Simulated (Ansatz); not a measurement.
Program: Ansatz 0.2.0.

`C[O][Ge]([F])([Cl])[SeH]` at its PBE0-D4/def2-TZVP geometry, where that method's forces vanish. Total charge 0; spin multiplicity 1.

| atom | x (Å) | y (Å) | z (Å) |
| --- | --- | --- | --- |
| C1 | -0.202 | 1.260 | 1.128 |
| O2 | 0.562 | 0.066 | 1.053 |
| Ge3 | 0.331 | -1.032 | -0.286 |
| F4 | -1.311 | -1.573 | -0.302 |
| Cl5 | 1.536 | -2.714 | 0.160 |
| Se6 | 0.728 | -0.039 | -2.354 |
| H7 | -0.152 | 1.837 | 0.199 |
| H8 | -1.249 | 1.046 | 1.358 |
| H9 | 0.222 | 1.859 | 1.935 |
| H10 | -0.465 | -0.709 | -2.891 |

(1) For each bond, give half the difference of the two atoms' forces along it (eV/Å; positive pushes the atoms apart) under PBE-D4, r2SCAN-D4, B3LYP-D4, ωB97M-V in def2-TZVPP. (Estimate.)

Answers

(1) The calculation gave: 
```tsv
bond	length (Å)	PBE-D4	r2SCAN-D4	B3LYP-D4	ωB97M-V
C1–O2	1.419	0.21	0.31	0.26	0.27
C1–H7	1.095	0.06	-0.08	-0.09	-0.09
C1–H8	1.094	0.07	-0.07	-0.09	-0.10
C1–H9	1.091	0.10	-0.05	-0.12	-0.11
O2–Ge3	1.746	0.36	0.01	0.09	-0.05
Ge3–F4	1.729	0.52	0.04	0.24	0.08
Ge3–Cl5	2.116	0.15	0.04	0.15	0.00
Ge3–Se6	2.328	0.02	-0.01	0.09	-0.11
Se6–H10	1.469	0.26	-0.02	0.04	-0.11
```

B3LYP here is the variant with VWN-RPA as its local correlation; programs differ in this.
